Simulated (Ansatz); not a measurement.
Breaking a bond: AlMg (anion, charge -1), lowest triplet found (which spin is the ground state isn't settled by this scan).

Methods: ROCCSD = CCSD on ROHF/aug-cc-pVDZ, frozen core in Ansatz (an electronic-structure program); UCCSDT = CCSDT on UHF/aug-cc-pVDZ, frozen core in Ansatz; UKS-B3LYP = unrestricted B3LYP/aug-cc-pVDZ run with Ansatz.

Total energies in hartree (comparable only within one method and basis):

```
R / Å      ROCCSD      UCCSDT   UKS-B3LYP
-----  ----------  ----------  ----------
1.89   -441.47965  -441.48904  -442.40782
2.05   -441.53242  -441.54213  -442.45743
2.19   -441.56194  -441.57182  -442.48465
2.28   -441.57488  -441.58480  -442.49640
2.40   -441.58665  -441.59656  -442.50694
2.50   -441.59285  -441.60269  -442.51237
2.56   -441.59537  -441.60513  -442.51453
2.64   -441.59763  -441.60727  -442.51639
2.70   -441.59866  -441.60818  -442.51718
2.81   -441.59943  -441.60870  -442.51762
2.96   -441.59677  -441.60776  -442.51678
3.09   -441.59722  -441.60344  -442.51542
3.32   -441.59629  -441.60212  -442.51375
```

The scan ran from 1.89 to 8.94 Å; beyond the distances shown full CI changes its symmetry label. The T1 diagnostic of CCSD on the restricted reference of ROCCSD exceeds 0.045 at 2.50 to 2.96 Å. Where the anion isn't bound against loss of the electron, the finite basis alone holds it. The unrestricted determinant behind UCCSDT is spin-contaminated at 1.89 to 3.09 Å (<S²> up to 2.7, against 2.00 for a pure triplet).
